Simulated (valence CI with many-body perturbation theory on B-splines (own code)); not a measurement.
The numbers below are computed, except where a source is named.
# Energy levels of Xe⁴⁶⁺

Method: configuration interaction combined with many-body perturbation theory (CI+MBPT): six valence electrons over a frozen Dirac-Fock core [He], a basis of 9 s, 9 p, 8 d, 6 f, 3 g, 1 h functions for each j, with the one-electron correlation potential Σ1, the two-electron term Σ2, the three-electron term Σ3, Breit, model QED; selected CI, second order for the rest, scaled by the run's own slope (own B-spline code, finite nucleus).

No measured spectrum was set against this ion. As an estimate, large intervals hold to a few tenths of a per cent, small ones and those within an open d or f shell to about a per cent. Among the levels kept, up to 2500 cm⁻¹ of a level comes from second order outside the variational space, and about a tenth of that is noise between levels of different J, which matters for small intervals.

Levels 46 to 72 of 72, with energies above the lowest level, (2s^2 2p1/2^2 2p3/2^2) J=2. "Leading %" is the weight of the configuration and term that name the level; weights of strongly mixed levels are sums over their largest components and can fall short, and the name can then belong to a minority configuration. In the jj column 3d3/2^4 stands for four electrons in 3d with j = 3/2.

| No. | Configuration | Term | J | E (eV) | Leading % | Leading jj | g | Second component |
| --- | --- | --- | --- | --- | --- | --- | --- | --- |
| 46 | 2s2 2p3 3p | 1D | 2 | 4994.5 | 48 | 2s^2 2p1/2 2p3/2^2 3p3/2 (92 %) | 1.168 | 21 % 2s2 2p3 3p 3P |
| 47 | 2s 2p4 3s | 5P | 3 | 5000.6 | 69 | 2s 2p1/2^2 2p3/2^2 3s (89 %) | 1.552 | 22 % 2s 2p4 3s 3D |
| 48 | 2s2 2p3 3p | 3P | 1 | 5003.3 | 46 | 2s^2 2p1/2 2p3/2^2 3p3/2 (95 %) | 1.501 | 26 % 2s2 2p3 3p 3S |
| 49 | 2s2 2p3 3p | 3D | 2 | 5008.0 | 43 | 2s^2 2p1/2 2p3/2^2 3p3/2 (90 %) | 1.167 | 31 % 2s2 2p3 3p 1D |
| 50 | 2s 2p4 3s | 3P | 2 | 5019.7 | 51 | 2s 2p1/2^2 2p3/2^2 3s (81 %) | 1.374 | 11 % 2s 2p4 3s 3D |
| 51 | 2s2 2p3 3d | 5D° | 1 | 5033.9 | 43 | 2s^2 2p1/2 2p3/2^2 3d3/2 (98 %) | 1.009 | 42 % 2s2 2p3 3d 3D° |
| 52 | 2s2 2p3 3d | 3F° | 2 | 5035.4 | 39 | 2s^2 2p1/2 2p3/2^2 3d3/2 (97 %) | 1.086 | 38 % 2s2 2p3 3d 5D° |
| 53 | 2s2 2p3 3d | 5D° | 0 | 5035.9 | 52 | 2s^2 2p1/2 2p3/2^2 3d3/2 (97 %) |  | 30 % 2s2 2p3 3d 1S° |
| 54 | 2s2 2p3 3d | 3G° | 3 | 5040.7 | 36 | 2s^2 2p1/2 2p3/2^2 3d3/2 (95 %) | 1.105 | 25 % 2s2 2p3 3d 5D° |
| 55 | 2s2 2p3 3d | 3G° | 4 | 5054.8 | 70 | 2s^2 2p1/2 2p3/2^2 3d3/2 (83 %) | 1.084 | 14 % 2s2 2p3 3d 1G° |
| 56 | 2s2 2p3 3d | 5D° | 4 | 5056.6 | 44 | 2s^2 2p1/2 2p3/2^2 3d5/2 (83 %) | 1.251 | 38 % 2s2 2p3 3d 1G° |
| 57 | 2s2 2p3 3d | 3D° | 3 | 5057.8 | 52 | 2s^2 2p1/2 2p3/2^2 3d5/2 (97 %) | 1.283 | 23 % 2s2 2p3 3d 5D° |
| 58 | 2s2 2p3 3d | 3F° | 3 | 5062.0 | 32 | 2s^2 2p1/2 2p3/2^2 3d3/2 (80 %) | 1.194 | 30 % 2s2 2p3 3d 3D° |
| 59 | 2s2 2p3 3d | 3P° | 2 | 5062.9 | 34 | 2s^2 2p1/2 2p3/2^2 3d3/2 (80 %) | 1.252 | 19 % 2s2 2p3 3d 3D° |
| 60 | 2s2 2p3 3d | 3D° | 1 | 5066.8 | 37 | 2s^2 2p1/2 2p3/2^2 3d3/2 (55 %) | 1.104 | 26 % 2s2 2p3 3d 1P° |
| 61 | 2s 2p4 3s | 3S | 1 | 5070.4 | 54 | 2s 2p1/2^2 2p3/2^2 3s (94 %) | 2.003 | 30 % 2s 2p4 3s 5P |
| 62 | 2s2 2p3 3d | 3P° | 1 | 5076.2 | 66 | 2s^2 2p1/2 2p3/2^2 3d5/2 (56 %) | 1.217 | 25 % 2s2 2p3 3d 3D° |
| 63 | 2s2 2p3 3d | 3F° | 4 | 5076.7 | 74 | 2s^2 2p1/2 2p3/2^2 3d5/2 (99 %) | 1.173 | 26 % 2s2 2p3 3d 1G° |
| 64 | 2s 2p4 3s | 3P | 2 | 5076.8 | 49 | 2s 2p1/2^2 2p3/2^2 3s (97 %) | 1.386 | 18 % 2s 2p4 3s 1D |
| 65 | 2s 2p4 3s | 3P | 1 | 5076.9 | 36 | 2s 2p1/2^2 2p3/2^2 3s (95 %) | 1.036 | 35 % 2s 2p4 3s 3D |
| 66 | 2s 2p4 3p | 5P° | 2 | 5077.0 | 26 | 2s 2p1/2^2 2p3/2^2 3p1/2 (76 %) | 1.498 | 18 % 2s 2p4 3p 3P° |
| 67 | 2s2 2p3 3d | 3G° | 5 | 5078.3 | 100 | 2s^2 2p1/2 2p3/2^2 3d5/2 (100 %) | 1.187 |  |
| 68 | 2s2 2p3 3d | 3D° | 2 | 5082.7 | 44 | 2s^2 2p1/2 2p3/2^2 3d3/2 (55 %) | 1.097 | 26 % 2s2 2p3 3d 3F° |
| 69 | 2s 2p4 3p | 3D° | 3 | 5082.7 | 28 | 2s 2p1/2^2 2p3/2^2 3p1/2 (82 %) | 1.332 | 22 % 2s 2p4 3p 5D° |
| 70 | 2s2 2p3 3d | 3P° | 0 | 5084.7 | 50 | 2s^2 2p1/2 2p3/2^2 3d5/2 (97 %) |  | 48 % 2s2 2p3 3d 1S° |
| 71 | 2s2 2p3 3d | 3D° | 2 | 5088.4 | 38 | 2s^2 2p1/2 2p3/2^2 3d5/2 (59 %) | 1.076 | 24 % 2s2 2p3 3d 3F° |
| 72 | 2s 2p4 3s | 1S | 0 | 5089.4 | 60 | 2s 2p1/2^2 2p3/2^2 3s (98 %) |  | 39 % 2s 2p4 3s 3P |
